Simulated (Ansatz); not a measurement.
Consider the ligand exchange at the Si–F bond: `B[SiH](F)F` + CH₃OH → `B[SiH](F)OC` + H–F.

Program: Ansatz. Geometries: PBE0-D4/def2-TZVP. ΔE: electronic, gas phase. CCSD(T)/CBS adds triple-zeta CCSD(T) − MP2 to the extrapolated MP2 energy (def2 sets, frozen cores). This one scheme is used for every species. Functionals use def2-TZVPP. Each species was taken in one conformer, which may not be the lowest.

```
      species  r2SCAN-D4 energy (Eh)
 `B[SiH](F)F`             -515.90039
        CH₃OH             -115.70611
`B[SiH](F)OC`             -531.14516
          H–F             -100.44667
```

Task: Work out ΔE.

Result: ΔE = (-531.14516) + (-100.44667) − (-515.90039) − (-115.70611) = 0.01467 Eh = +38.5 kJ/mol. CCSD(T)/CBS gives +33.5 kJ/mol.

Largest T1 diagnostic among the species: 0.012.

In def2-TZVPP, CCSD(T) changes the Hartree–Fock value by −12.9 kJ/mol (the triples alone add −2.2 kJ/mol) and MP2 by −15.6 kJ/mol. Leaving LDA and LC-ωPBE aside and taking each functional with its dispersion term where it has one, the values, not all of them listed here, spread over 9.6 kJ/mol, from revPBE-D4 to B97M-V. LDA lies −7.9 kJ/mol from PBE without D4. The D4 term adds −7.4 kJ/mol with B3LYP and −4.2 kJ/mol with PBE0; it sums over pairs of atoms, weighted by their polarisabilities, and B3LYP, whose exchange is more repulsive, gets the larger term.

B3LYP here is the variant with VWN-RPA as its local correlation; programs differ in this.
